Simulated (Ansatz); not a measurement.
A series at Hf: from `[NH2][Hf]([NH2])([NH2])[F]`, ligands are replaced one by one, each step taking up H–F and setting free NH₃; n counts the steps. Ansatz, PBE0-D4/def2-TZVP geometries. Each molecule was computed in one conformer, which needn't be the lowest.

| n | molecule | HOMO energy, ωB97M-V/def2-TZVPP (eV) |
| --- | --- | --- |
| 0 | `[NH2][Hf]([NH2])([NH2])[F]` | -9.45 |
| 1 | `[NH2][Hf]([NH2])([F])[F]` | -9.93 |
| 2 | `[NH2][Hf]([F])([F])[F]` | ? |
| 3 | `[F][Hf]([F])([F])[F]` | -14.69 |

Problem. By hand: fit a straight line y = ȳ + b (n − n̄) to the 3 given rows and predict n = 2.

Solution. n̄ = 1.333, ȳ = -11.357; Σ(n − n̄)(y − ȳ) = -8.573, Σ(n − n̄)² = 4.667, so b = -1.837 eV a step. Prediction: -11.357 + (-1.837) × (0.667) = -12.58 eV.

Problem. By hand: compare with the computed value, -10.51 eV, and give the steps along the whole series.

Solution. The line misses by 2.07 eV (computed minus predicted). Steps: -0.48, -0.58, -4.18 eV.

One step carries most of the change, so a line is a poor guide. The highest orbital can change its character along such a series. The miss is 39.5 % of the series' range.
